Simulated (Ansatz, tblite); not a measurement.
Forces on Ba₅⁺ at its PBE/def2-SVP geometry. The state is a doublet with charge 1.

In the def2 sets Ba takes a core potential; there is no spin–orbit coupling. The xTB rows come from tblite. The structure comes from a short search, and lower isomers may exist.

GFN1-xTB (tblite), largest force 0.15 eV/Å:

```xyz
5
positions Å, forces eV/Å
Ba    0.881   -1.850   -1.581    0.050   -0.105   -0.088
Ba   -1.130   -2.491    2.291   -0.001   -0.003    0.002
Ba    1.538    0.982    1.831    0.087    0.055    0.103
Ba   -2.424    0.866   -0.256   -0.138    0.050   -0.015
Ba    1.136    2.494   -2.286    0.001    0.003   -0.002
```

GFN2-xTB (tblite), largest force 0.15 eV/Å:

```
Ba -0.028 0.059 0.051
Ba 0.047 0.103 -0.096
Ba -0.048 -0.031 -0.058
Ba 0.077 -0.027 0.008
Ba -0.048 -0.104 0.095
```

PBE/def2-TZVP (Ansatz), largest force 0.05 eV/Å:

```
Ba -0.007 0.017 0.016
Ba 0.016 0.035 -0.034
Ba -0.012 -0.009 -0.016
Ba 0.021 -0.006 0.002
Ba -0.018 -0.036 0.032
```
